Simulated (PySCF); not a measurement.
Te(H)(SMe) (CH4STe), SMILES CS[TeH]. Coordinates come from a B3LYP-D3(BJ)/def2-SVP optimisation. The def2 effective core potentials stand for the cores of Te; spin–orbit coupling is left out.

### Question
Give the equilibrium geometry at B3LYP-D3(BJ)/def2-SVP (PySCF confirms it by a frequency run) as a Z-matrix. (The exact figures need the calculation; the answer reports its results.)

### Answer

```
C
H 1 1.0984
H 1 1.0987 2 110.07
H 1 1.1015 2 109.16 3 119.75
S 1 1.8314 2 111.44 4 116.18
Te 5 2.4318 1 103.02 2 58.18
H 6 1.6814 5 96.33 1 86.43
```
Charge 0, spin multiplicity 1.
